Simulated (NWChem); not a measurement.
Molecule: Si2H5O2Cl; SMILES O[Si@@H](Cl)O[SiH3]

```xyz
10

O      1.6340     1.5420    -0.4893
Si     0.5410     0.7318     0.4284
Cl    -1.3881     1.2888    -0.0859
O      0.6390    -0.8894     0.2024
Si    -0.2257    -2.2743    -0.1367
H      1.6005     1.4350    -1.4448
H      0.8074     1.1008     1.8285
H     -1.3985    -2.3912     0.7772
H      0.6870    -3.4331     0.0624
H     -0.6982    -2.2478    -1.5517
```
Atoms are numbered in this order, from 1.

Results from NWChem. Geometry: optimised at PBE0/def2-SVP. Level B3LYP/def2-SVP: energy and gradient on several grids; changes count from the extra-fine grid, which is no exact limit either.

Question: Which is the coarsest grid (xcoarse; medium; coarse; fine; xfine) from which on the energy stays within 500 μHa and each gradient component within 500 μHa/bohr of xfine?

Answer: coarse.
```json
[
 {"grid": "xcoarse", "size of the energy change (μHa)": "7000", "largest change of a gradient component (μHa/bohr)": "5000", "time, medium = 1 (rough)": "about 1"},
 {"grid": "coarse", "size of the energy change (μHa)": "30", "largest change of a gradient component (μHa/bohr)": "200", "time, medium = 1 (rough)": "about 1"},
 {"grid": "medium", "size of the energy change (μHa)": "< 10", "largest change of a gradient component (μHa/bohr)": "70", "time, medium = 1 (rough)": "about 1"},
 {"grid": "fine", "size of the energy change (μHa)": "< 10", "largest change of a gradient component (μHa/bohr)": "< 30", "time, medium = 1 (rough)": "about 1"},
 {"grid": "xfine", "size of the energy change (μHa)": "< 10", "largest change of a gradient component (μHa/bohr)": "< 30", "time, medium = 1 (rough)": "2"}
]
```
